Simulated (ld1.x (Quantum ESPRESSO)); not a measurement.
**u(r) = r·R(r): atom against pseudo-atom (Er)**

Columns: radius, all-electron u(r) and pseudo u(r) of the 6p shell (level -1.13 eV) of erbium in the configuration [Kr] 4d10 4f12 5s2 5p6 5d0 6s2 6p0; PBE, scalar-relativistic, PAW scheme, ld1.x (Quantum ESPRESSO) 7.5.

```tsv
r (bohr)	all-electron	pseudo
0.155	-0.0643	-0.0175
0.310	0.0511	-0.0652
0.465	0.0907	-0.1310
0.620	0.0110	-0.1982
0.775	-0.0830	-0.2505
0.930	-0.1457	-0.2765
1.085	-0.1709	-0.2718
1.240	-0.1656	-0.2394
1.395	-0.1391	-0.1874
1.550	-0.0994	-0.1259
1.705	-0.0526	-0.0637
1.860	-0.0027	-0.0057
2.015	0.0474	0.0471
2.170	0.0959	0.0959
2.325	0.1418	0.1418
2.480	0.1846	0.1846
2.635	0.2239	0.2239
2.790	0.2597	0.2597
2.945	0.2920	0.2920
3.100	0.3210	0.3210
3.255	0.3466	0.3466
3.410	0.3690	0.3690
3.565	0.3884	0.3884
3.720	0.4047	0.4047
3.875	0.4182	0.4182
4.030	0.4290	0.4290
```

**Question.** How many radial nodes do the two functions have?

**Answer.** The all-electron 6p function has n − l − 1 = 4 (the table is too coarse to show those close to the nucleus); the pseudo-wave has 1, since 1 lower shell of the same l stays in the valence.

**Question.** At about which radius was the pseudo-wave matched?

**Answer.** 2.25 bohr. The columns agree to 0.0005 from 2.02 bohr on; several derivatives are matched, so the curves merge somewhat inside the radius.

**Question.** Is the pseudo-wave norm-conserving?

**Answer.** No, it belongs to a PAW set: the norm inside the radius is not constrained, and the difference is carried by the augmentation charge.
